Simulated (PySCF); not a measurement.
C4H5, doublet, geometry from GFN2-xTB; B3LYP/pcseg-1 run with PySCF.

PySCF was given this input:
```python
from pyscf import gto, scf, dft

mol = gto.Mole()
mol.atom = '''
    C     0.03643608    1.13523166    0.30091216
    C     0.06332066   -1.14075396    0.27440395
    C     0.78434756    0.01305905   -0.32576129
    C    -0.65722656   -0.00261496   -0.44203833
    H    -0.05911017    1.19718400    1.38170604
    H     0.07077611    2.09485536   -0.19578110
    H    -0.03043843   -1.23009773    1.35343571
    H     0.12017894   -2.08747192   -0.24449230
    H    -1.46267287   -0.00400040   -1.13996730
'''
mol.basis = 'pcseg-1'
mol.spin = 1
mol.verbose = 4
mol.build()

mf = dft.UKS(mol)
mf.xc = 'b3lyp'
mf.init_guess = 'vsap'
mf.kernel()
mf.analyze()
```

Question: What does PySCF print? Leave out banner, timings and long lists.

Answer: 
```
PySCF version 2.14.0

[INPUT] verbose = 4
[INPUT] num. atoms = 9
[INPUT] num. electrons = 29
[INPUT] charge = 0
[INPUT] spin (= nelec alpha-beta = 2S) = 1
[INPUT] symmetry False subgroup None
[INPUT] Mole.unit = angstrom
[INPUT] Symbol           X                Y                Z      unit          X                Y                Z       unit  Magmom
[...]
nuclear repulsion = 108.527206634476
number of shells = 22
number of NR pGTOs = 135
number of NR cGTOs = 81
basis = pcseg-1
ecp = {}

******** <class 'pyscf.dft.uks.UKS'> ********
method = UKS
initial guess = vsap
damping factor = 0
level_shift factor = 0
DIIS = <class 'pyscf.scf.diis.CDIIS'>
diis_start_cycle = 1
diis_space = 8
diis_damp = 0
SCF conv_tol = 1e-09
SCF conv_tol_grad = None
SCF max_cycles = 50
direct_scf = True
direct_scf_tol = 1e-13
number electrons alpha = 15  beta = 14
XC library pyscf.dft.libxc version 7.1.2
    S. Lehtola, C. Steigemann, M. J. T. Oliveira, and M. A. L. Marques,  SoftwareX 7, 1–5 (2018)
XC functionals = b3lyp
    P. J. Stephens, F. J. Devlin, C. F. Chabalowski, and M. J. Frisch,  J. Phys. Chem. 98, 11623 (1994)
radial grids:
    Treutler-Ahlrichs [JCP 102, 346 (1995); DOI:10.1063/1.469408] (M4) radial grids

becke partition: Becke, JCP 88, 2547 (1988); DOI:10.1063/1.454033
pruning grids: <function nwchem_prune>
grids dens level: 3
symmetrized grids: False
atomic radii adjust function: <function treutler_atomic_radii_adjust>
small_rho_cutoff = 0
Set gradient conv threshold to 3.16228e-05
tot grids = 105512

init E= -154.336178822013
cycle= 1 E= -153.637710731998  delta_E= 0.698  |g|= 1.68  |ddm|= 3.12
cycle= 2 E= -152.80417550419  delta_E= 0.834  |g|= 2.17  |ddm|= 3.51
cycle= 3 E= -155.156481896622  delta_E= -2.35  |g|= 0.374  |ddm|= 1.93
cycle= 4 E= -155.184066374505  delta_E= -0.0276  |g|= 0.301  |ddm|= 0.624
cycle= 5 E= -155.231221299582  delta_E= -0.0472  |g|= 0.0126  |ddm|= 0.308
cycle= 6 E= -155.231290575432  delta_E= -6.93e-05  |g|= 0.0101  |ddm|= 0.0233
cycle= 7 E= -155.231342859897  delta_E= -5.23e-05  |g|= 0.00346  |ddm|= 0.0111
cycle= 8 E= -155.231354016415  delta_E= -1.12e-05  |g|= 0.00109  |ddm|= 0.00636
cycle= 9 E= -155.231357021592  delta_E= -3.01e-06  |g|= 0.000322  |ddm|= 0.00502
cycle= 10 E= -155.231357349476  delta_E= -3.28e-07  |g|= 8.69e-05  |ddm|= 0.00208
cycle= 11 E= -155.231357361339  delta_E= -1.19e-08  |g|= 2.78e-05  |ddm|= 0.00034
cycle= 12 E= -155.231357362107  delta_E= -7.68e-10  |g|= 7.88e-06  |ddm|= 6.57e-05
[...]
converged SCF energy = -155.231357362157  <S^2> = 0.75241191  2S+1 = 2.0024105
Total Energy =                        -155.231357362157382
[...]
spin_pop of  3 C 2s        0.00790
spin_pop of  3 C 3s        0.00135
spin_pop of  3 C 2px       0.00103
spin_pop of  3 C 2py      -0.00417
spin_pop of  3 C 2pz       0.07017
spin_pop of  3 C 3px       0.00011
spin_pop of  3 C 3py      -0.00008
spin_pop of  3 C 3pz       0.00057
spin_pop of  3 C 3dxy     -0.00009
spin_pop of  3 C 3dyz      0.00007
spin_pop of  3 C 3dz^2     0.00004
spin_pop of  3 C 3dxz      0.00020
spin_pop of  3 C 3dx2-y2    0.00005
spin_pop of  4 H 1s       -0.00234
spin_pop of  4 H 2s        0.00013
spin_pop of  4 H 2px       0.00009
spin_pop of  4 H 2py       0.00001
spin_pop of  4 H 2pz      -0.00000
spin_pop of  5 H 1s       -0.00061
spin_pop of  5 H 2s        0.00028
spin_pop of  5 H 2px      -0.00001
spin_pop of  5 H 2py      -0.00000
spin_pop of  5 H 2pz       0.00001
spin_pop of  6 H 1s       -0.00234
spin_pop of  6 H 2s        0.00013
spin_pop of  6 H 2px       0.00010
spin_pop of  6 H 2py       0.00001
spin_pop of  6 H 2pz      -0.00000
spin_pop of  7 H 1s       -0.00061
spin_pop of  7 H 2s        0.00028
spin_pop of  7 H 2px      -0.00001
spin_pop of  7 H 2py      -0.00000
spin_pop of  7 H 2pz       0.00001
spin_pop of  8 H 1s        0.01976
spin_pop of  8 H 2s        0.00028
spin_pop of  8 H 2px       0.00013
spin_pop of  8 H 2py      -0.00001
spin_pop of  8 H 2pz      -0.00007
 ** Mulliken Spin Density (per atom)  **
spin density of  0 C =      0.05678
spin density of  1 C =      0.05678
spin density of  2 C =      0.79407
spin density of  3 C =      0.07716
spin density of  4 H =     -0.00211
spin density of  5 H =     -0.00032
spin density of  6 H =     -0.00211
spin density of  7 H =     -0.00032
spin density of  8 H =      0.02008
 ** Mulliken pop alpha/beta on meta-lowdin orthogonal AOs **
 ** Mulliken pop       alpha | beta **
In total            15.00000 | 14.00000
 ** Mulliken atomic charges   ( Nelec_alpha | Nelec_beta ) **
charge of  0C =     -0.17038  (     3.11358      3.05680 )
charge of  1C =     -0.17038  (     3.11358      3.05680 )
charge of  2C =     -0.06049  (     3.42728      2.63321 )
charge of  3C =     -0.09952  (     3.08834      3.01118 )
charge of  4H =      0.08202  (     0.45793      0.46005 )
charge of  5H =      0.10465  (     0.44751      0.44784 )
charge of  6H =      0.08202  (     0.45793      0.46005 )
charge of  7H =      0.10465  (     0.44751      0.44784 )
charge of  8H =      0.12744  (     0.44632      0.42624 )
Dipole moment(X, Y, Z, Debye): -1.05034, -0.01298,  0.04858
```
